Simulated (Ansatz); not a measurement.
C₂H₈FNSi, SMILES `CN[SiH](C)F`, relaxed with RKS PBE-D4/def2-SVP in Ansatz from a rough embedded geometry. The force threshold is 0.03 eV/Å; the program also tests the step.

Charge 0, multiplicity 1.

Start:

```xyz
13

C     1.186    0.687   -1.156
N    -0.179    0.367   -1.128
Si   -0.871   -0.617    0.036
C    -0.590   -0.093    1.802
F    -0.269   -2.082   -0.162
H     1.595    1.158   -0.283
H     1.414    1.333   -2.013
H     1.820   -0.269   -1.334
H    -0.439   -0.028   -1.986
H    -2.331   -0.680   -0.203
H     0.552   -0.021    1.990
H    -1.008   -0.715    2.538
H    -0.880    0.960    1.899
```

```json
{"step": "1", "energy (eV)": "-14272.0673", "largest force (eV/Å)": "3.747", "largest move (Å)": "0.000"}
{"step": "2", "energy (eV)": "-14272.5547", "largest force (eV/Å)": "1.255", "largest move (Å)": "0.106"}
{"step": "3", "energy (eV)": "-14272.6687", "largest force (eV/Å)": "0.936", "largest move (Å)": "0.149"}
{"step": "4", "energy (eV)": "-14272.6941", "largest force (eV/Å)": "0.257", "largest move (Å)": "0.188"}
{"step": "5", "energy (eV)": "-14272.7026", "largest force (eV/Å)": "0.111", "largest move (Å)": "0.042"}
{"step": "6", "energy (eV)": "-14272.7055", "largest force (eV/Å)": "0.055", "largest move (Å)": "0.035"}
{"step": "7", "energy (eV)": "-14272.7067", "largest force (eV/Å)": "0.044", "largest move (Å)": "0.057"}
{"step": "8", "energy (eV)": "-14272.7071", "largest force (eV/Å)": "0.035", "largest move (Å)": "0.036"}
{"step": "9", "energy (eV)": "-14272.7072", "largest force (eV/Å)": "0.010", "largest move (Å)": "0.018"}
```

End:

```xyz
13

C     1.251    0.651   -1.193
N    -0.117    0.163   -1.187
Si   -0.896   -0.725    0.073
C    -0.522    0.009    1.753
F    -0.414   -2.306    0.151
H     1.615    0.770   -0.152
H     1.329    1.651   -1.673
H     1.970   -0.026   -1.711
H    -0.534    0.096   -2.119
H    -2.354   -0.756   -0.279
H     0.565   -0.021    1.976
H    -1.036   -0.568    2.548
H    -0.858    1.064    1.813
```

Hardware: 4 threads of a server CPU on a shared host. Wall time 14 s, peak host memory 0.16 GiB.
